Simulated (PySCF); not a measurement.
Electron correlation in Sr⁺ (strontium, charge +1)

[Kr] 5s1, 2S determinant. Computed with PySCF 2.14 in aug-cc-pwCVTZ-X2C, with the spin-free X2C one-electron Hamiltonian (Gaussian nucleus). Frozen: [Ar] 3d10; 9 electrons correlated.

```tsv
level	correlation energy (mhartree)
CCSD	-209.76
(T)	-5.70
CCSD(T)	-215.46
```

Diagnostics: T1 = 0.011, D1 = 0.0469, largest double amplitude 0.013.

Cost of the coupled-cluster step: about 23 core-seconds, for 9 correlated electrons.
